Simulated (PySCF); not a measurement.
Al(Me)2(OH)(SH2), C2H9AlOS, singlet, PBE0/def2-SVP optimised geometry.

```
14

Al    -0.14     0.01     0.00
C     -0.96     1.79     0.00
H     -1.09     2.15     1.04
H     -1.96     1.80    -0.46
H     -0.33     2.54    -0.51
C     -1.08    -1.59     0.64
H     -2.12    -1.62     0.28
H     -1.13    -1.61     1.74
H     -0.60    -2.54     0.33
O      1.61     0.01     0.00
H      2.12    -0.65     0.47
S     -0.07    -0.37    -2.64
H     -0.15     0.94    -2.94
H      1.25    -0.30    -2.35
```

Density from PBE0/def2-TZVP run with PySCF at that geometry.

Minimum of the electron density along straight lines between bonded atoms, close to the bond critical point (lines longer than 1.1 times the sum of covalent radii, or with two minima, are not listed):

```tsv
bond	length / Å	ρ at the minimum / e bohr⁻³	∇²ρ there / e bohr⁻⁵	position (fraction from the first atom)
Al1–C2	1.962	0.085	0.26	0.40
C2–H3	1.104	0.261	-0.83	0.64
C2–H4	1.103	0.262	-0.84	0.63
C2–H5	1.103	0.262	-0.84	0.64
Al1–C6	1.966	0.085	0.26	0.40
C6–H7	1.103	0.262	-0.84	0.64
C6–H8	1.105	0.261	-0.83	0.64
C6–H9	1.103	0.262	-0.84	0.64
Al1–O10	1.746	0.097	0.67	0.43
O10–H11	0.959	0.359	-2.41	0.80
S12–H13	1.351	0.214	-0.62	0.65
S12–H14	1.356	0.213	-0.61	0.67
```
